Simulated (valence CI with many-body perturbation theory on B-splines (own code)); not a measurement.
# I¹⁹⁺: electric-dipole lines

Method: relativistic CI+MBPT: six valence electrons over a frozen Dirac-Fock core [Ar] 3d10, a basis of 9 s, 9 p, 8 d, 6 f, 3 g, 1 h functions for each j, with the one-electron correlation potential Σ1 (screened to all orders), the two-electron term Σ2, the three-electron term Σ3, Breit, model QED; selected single and double excitations, second order for the rest, scaled by the run's own slope (own B-spline code, finite nucleus).

No measured spectrum was set against this ion. As an estimate, levels hold to about 250 cm⁻¹ or 0.2 % of their energy and the worst to 1 %, as in measured heavy ions of charge 2 to 7; those with d or f electrons hold less well. Among the levels kept, up to 1000 cm⁻¹ of a level comes from second order outside the variational space, and about a tenth of that is noise between levels of different J, which matters for small intervals.

Lines 1 to 50 of 87 in falling wavelength, among levels below 908420 cm⁻¹, chosen from the strongest by gf and those to the six lowest levels. Wavelengths and rates use the calculated energies, so an error of 1000 cm⁻¹ moves a line at 346.5 Å by 0.35 % and its rate by three times that or more. Electric multipoles are in the length gauge, E1 and E2 with the static RPA response of the core. Weak lines are less certain than strong ones. Lines between different terms over intervals too small for the method are left out, as are lines whose strength nearly cancels. The highest levels of a list are the least certain.

Levels are named by their leading jj configuration (3d3/2^4 stands for four electrons in 3d with j = 3/2), which in mixed levels can hold well under half, so a name can repeat and another be missing. Letters in brackets count levels of one name in rising energy.

| λ vac (Å) | Upper | Lower | A (s⁻¹) | log gf | Branch % |
| --- | --- | --- | --- | --- | --- |
| 346.5 | (4s 4p1/2^2 4p3/2^3) J=1 | (4s^2 4p3/2^4) J=0 | 1.29e+08 | -2.16 | 0.5 |
| 267.1 | (4s 4p1/2^2 4p3/2^3) J=2 | (4s^2 4p1/2 4p3/2^3) J=2 | 1.68e+09 | -1.05 | 10.8 |
| 251.9 | (4s 4p1/2^2 4p3/2^3) J=2 | (4s^2 4p1/2 4p3/2^3) J=1 | 2.84e+09 | -0.87 | 18.2 |
| 250.2 | (4s^2 4p1/2^2 4p3/2 4d3/2) J=1 | (4s^2 4p3/2^4) J=0 | 1.35e+09 | -1.42 | 7.8 |
| 244.1 | (4s 4p1/2 4p3/2^4) J=1 | (4s^2 4p3/2^4) J=0 | 1.11e+09 | -1.53 | 3.0 |
| 241.2 | (4s 4p1/2^2 4p3/2^3) J=1 | (4s^2 4p1/2 4p3/2^3) J=2 | 2.49e+09 | -1.19 | 9.2 |
| 228.7 | (4s 4p1/2^2 4p3/2^3) J=1 | (4s^2 4p1/2 4p3/2^3) J=1 | 2.46e+09 | -1.24 | 9.1 |
| 209.6 | (4s^2 4p1/2 4p3/2^2 4d3/2) J=1 [a] | (4s^2 4p3/2^4) J=0 | 2.29e+06 | -4.34 | 0.0 |
| 199.4 | (4s^2 4p1/2 4p3/2^2 4d3/2) J=1 [b] | (4s^2 4p3/2^4) J=0 | 2.33e+08 | -2.38 | 0.5 |
| 198.5 | (4s 4p1/2^2 4p3/2^3) J=2 | (4s^2 4p1/2^2 4p3/2^2) J=2 | 1.10e+10 | -0.49 | 71.0 |
| 197.6 | (4s 4p1/2 4p3/2^4) J=0 | (4s^2 4p1/2 4p3/2^3) J=1 | 1.63e+10 | -1.02 | 100.0 |
| 197.4 | (4s 4p1/2^2 4p3/2^3) J=1 | (4s^2 4p1/2^2 4p3/2^2) J=0 | 4.91e+09 | -1.07 | 18.1 |
| 194.6 | (4s^2 4p1/2^2 4p3/2 4d3/2) J=2 | (4s^2 4p1/2 4p3/2^3) J=2 | 2.69e+06 | -4.12 | 0.1 |
| 192.1 | (4s^2 4p1/2^2 4p3/2 4d3/2) J=3 | (4s^2 4p1/2 4p3/2^3) J=2 | 2.65e+07 | -2.99 | 2.3 |
| 190.2 | (4s^2 4p1/2^2 4p3/2 4d3/2) J=1 | (4s^2 4p1/2 4p3/2^3) J=2 | 1.07e+10 | -0.76 | 61.0 |
| 186.6 | (4s 4p1/2 4p3/2^4) J=1 | (4s^2 4p1/2 4p3/2^3) J=2 | 1.86e+10 | -0.54 | 50.1 |
| 186.4 | (4s^2 4p1/2^2 4p3/2 4d3/2) J=2 | (4s^2 4p1/2 4p3/2^3) J=1 | 1.02e+07 | -3.58 | 0.5 |
| 183.8 | (4s 4p1/2^2 4p3/2^3) J=1 | (4s^2 4p1/2^2 4p3/2^2) J=2 | 1.72e+10 | -0.58 | 63.2 |
| 183.6 | (4s^2 4p1/2^2 4p3/2 4d3/2) J=0 | (4s^2 4p1/2 4p3/2^3) J=1 | 4.05e+09 | -1.69 | 100.0 |
| 182.4 | (4s^2 4p1/2^2 4p3/2 4d3/2) J=1 | (4s^2 4p1/2 4p3/2^3) J=1 | 2.22e+09 | -1.48 | 12.7 |
| 179.9 | (4s^2 4p1/2^2 4p3/2 4d5/2) J=2 | (4s^2 4p1/2 4p3/2^3) J=2 | 4.88e+08 | -1.93 | 2.2 |
| 179.9 | (4s^2 4p1/2 4p3/2^2 4d5/2) J=1 [a] | (4s^2 4p3/2^4) J=0 | 1.06e+09 | -1.81 | 1.0 |
| 179.1 | (4s 4p1/2 4p3/2^4) J=1 | (4s^2 4p1/2 4p3/2^3) J=1 | 5.88e+07 | -3.07 | 0.2 |
| 172.9 | (4s^2 4p1/2^2 4p3/2 4d5/2) J=2 | (4s^2 4p1/2 4p3/2^3) J=1 | 5.18e+08 | -1.93 | 2.4 |
| 170.3 | (4s^2 4p1/2^2 4p3/2 4d5/2) J=3 | (4s^2 4p1/2 4p3/2^3) J=2 | 7.69e+07 | -2.63 | 0.3 |
| 166.4 | (4s^2 4p1/2 4p3/2^2 4d3/2) J=1 [c] | (4s^2 4p3/2^4) J=0 | 8.24e+05 | -4.99 | 0.0 |
| 165.8 | (4s^2 4p1/2 4p3/2^2 4d3/2) J=1 [a] | (4s^2 4p1/2 4p3/2^3) J=2 | 3.78e+07 | -3.33 | 0.4 |
| 164.4 | (4s^2 4p1/2 4p3/2^2 4d3/2) J=2 [a] | (4s^2 4p1/2 4p3/2^3) J=2 | 3.72e+07 | -3.12 | 1.0 |
| 161.9 | (4s^2 4p1/2^2 4p3/2 4d3/2) J=1 | (4s^2 4p1/2^2 4p3/2^2) J=0 | 1.26e+09 | -1.83 | 7.2 |
| 161.8 | (4s^2 4p1/2 4p3/2^2 4d5/2) J=1 [b] | (4s^2 4p3/2^4) J=0 | 1.08e+09 | -1.89 | 0.4 |
| 161.6 | (4s^2 4p1/2 4p3/2^2 4d3/2) J=3 [a] | (4s^2 4p1/2 4p3/2^3) J=2 | 8.71e+07 | -2.62 | 2.1 |
| 159.8 | (4s^2 4p1/2 4p3/2^2 4d3/2) J=1 [a] | (4s^2 4p1/2 4p3/2^3) J=1 | 8.59e+07 | -3.01 | 0.8 |
| 159.3 | (4s^2 4p1/2 4p3/2^2 4d3/2) J=1 [b] | (4s^2 4p1/2 4p3/2^3) J=2 | 6.99e+09 | -1.10 | 16.5 |
| 159.3 | (4s 4p1/2 4p3/2^4) J=1 | (4s^2 4p1/2^2 4p3/2^2) J=0 | 5.05e+08 | -2.24 | 1.4 |
| 159.1 | (4s^2 4p1/2 4p3/2^2 4d5/2) J=3 [a] | (4s^2 4p1/2 4p3/2^3) J=2 | 8.58e+07 | -2.64 | 3.0 |
| 158.6 | (4s^2 4p1/2 4p3/2^2 4d3/2) J=2 [a] | (4s^2 4p1/2 4p3/2^3) J=1 | 1.16e+08 | -2.66 | 3.3 |
| 157.9 | (4s^2 4p1/2 4p3/2^2 4d3/2) J=0 | (4s^2 4p1/2 4p3/2^3) J=1 | 1.48e+09 | -2.26 | 100.0 |
| 155.4 | (4s^2 4p1/2^2 4p3/2 4d3/2) J=2 | (4s^2 4p1/2^2 4p3/2^2) J=2 | 2.03e+09 | -1.43 | 99.4 |
| 153.9 | (4s^2 4p1/2^2 4p3/2 4d3/2) J=3 | (4s^2 4p1/2^2 4p3/2^2) J=2 | 1.15e+09 | -1.54 | 97.8 |
| 153.8 | (4s^2 4p1/2 4p3/2^2 4d3/2) J=1 [b] | (4s^2 4p1/2 4p3/2^3) J=1 | 1.74e+07 | -3.73 | 0.0 |
| 153.8 | (4s^2 4p1/2 4p3/2^2 4d3/2) J=1 [d] | (4s^2 4p3/2^4) J=0 | 3.30e+09 | -1.45 | 0.8 |
| 152.6 | (4s^2 4p1/2^2 4p3/2 4d3/2) J=1 | (4s^2 4p1/2^2 4p3/2^2) J=2 | 1.97e+09 | -1.69 | 11.3 |
| 150.3 | (4s 4p1/2 4p3/2^4) J=1 | (4s^2 4p1/2^2 4p3/2^2) J=2 | 1.68e+10 | -0.77 | 45.4 |
| 150.0 | (4s^2 4p1/2 4p3/2^2 4d3/2) J=2 [b] | (4s^2 4p1/2 4p3/2^3) J=2 | 2.58e+08 | -2.36 | 1.5 |
| 146.6 | (4s^2 4p1/2 4p3/2^2 4d5/2) J=1 [a] | (4s^2 4p1/2 4p3/2^3) J=2 | 1.92e+10 | -0.73 | 17.5 |
| 146.0 | (4s^2 4p1/2^2 4p3/2 4d5/2) J=2 | (4s^2 4p1/2^2 4p3/2^2) J=2 | 2.09e+10 | -0.48 | 95.4 |
| 145.1 | (4s^2 4p1/2 4p3/2^2 4d3/2) J=2 [b] | (4s^2 4p1/2 4p3/2^3) J=1 | 1.48e+09 | -1.63 | 8.7 |
| 143.9 | (4s^2 4p1/2 4p3/2^2 4d3/2) J=1 [a] | (4s^2 4p1/2^2 4p3/2^2) J=0 | 7.75e+09 | -1.14 | 72.2 |
| 142.8 | (4s^2 4p1/2 4p3/2^2 4d5/2) J=2 [a] | (4s^2 4p1/2 4p3/2^3) J=2 | 3.89e+07 | -3.23 | 0.3 |
| 141.9 | (4s^2 4p1/2 4p3/2^2 4d5/2) J=1 [a] | (4s^2 4p1/2 4p3/2^3) J=1 | 1.35e+10 | -0.91 | 12.3 |

Task: How does gf follow from A for the line at 194.6 Å?

Result: gf = 1.4992 × (2J+1)_upper × A / σ², with σ = 513977 cm⁻¹ and 2J+1 = 5: gf = 7.62e-05.
